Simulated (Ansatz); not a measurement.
`[CH3][Al]([SiH3])[SH]` + H₂ → `[SiH3][AlH][SH]` + CH₄ at 700 K and 1 bar (hydrogenolysis of the Al–C bond).

Computed with Ansatz on PBE0-D4/def2-TZVP structures; ΔE is electronic, products minus reactants. CBS: MP2 limit from def2 TZ/QZ plus the TZ coupled-cluster correction, frozen cores. This one scheme is used for every species. Each species was taken in one conformer, which may not be the lowest.

| species | CCSD(T)/CBS energy (Eh) | H − E (kJ/mol) | S (J/(mol·K)) |
| --- | --- | --- | --- |
| `[CH3][Al]([SiH3])[SH]` | -971.18018 | 272.3 | 532.4 |
| H₂ | -1.17544 | 46.8 | 155.3 |
| `[SiH3][AlH][SH]` | -931.90162 | 176.3 | 443.9 |
| CH₄ | -40.46206 | 145.9 | 224.0 |

H − E and S are ideal-gas, rigid-rotor, harmonic terms from PBE0-D4/def2-TZVP, for one conformer and one mirror image of each species. For small species the MP2-based limit differs from directly extrapolated CCSD(T) by up to some mEh (0.8 for H₂); such offsets cancel only in part. 1 Eh = 2625.50 kJ/mol, R = 8.31446 J/(mol·K).

Task: By hand: ΔE, ΔH, ΔS and ΔG.

Result: ΔE = (-931.90162) + (-40.46206) − (-971.18018) − (-1.17544) = -0.00806 Eh = -21.2 kJ/mol. Δ(H − E) = 176.3 + 145.9 − 272.3 − 46.8 = 3.1, so ΔH = -18.1 kJ/mol. ΔS = 443.9 + 224.0 − 532.4 − 155.3 = -19.8 J/(mol·K). ΔG = -18.1 − 700 × (-19.8)/1000 = -4.2 kJ/mol.

Task: By hand: the equilibrium constant, and the temperature at which ΔG would vanish if ΔH and ΔS stayed fixed.

Result: log₁₀ K = −ΔG/(RT ln 10) = 0.3. ΔG = 0 at ΔH/ΔS = 914 K, though so small a ΔS makes that figure unsure.

TΔS isn't small against ΔH here. The sign of ΔG lies within the doubt. A doubt of 5 kJ/mol in ΔE shifts log₁₀ K by 0.4 here. Other conformers and mirror images would add mixing entropy, several J/(mol·K) or more a flexible species. Modes under 60 cm⁻¹, often nearly free rotors, make the harmonic entropy too high. These are equilibria of isolated gas molecules and say nothing of rates. Largest T1 diagnostic: 0.013 (customary marks: 0.02 for closed shells, 0.045 for open ones).
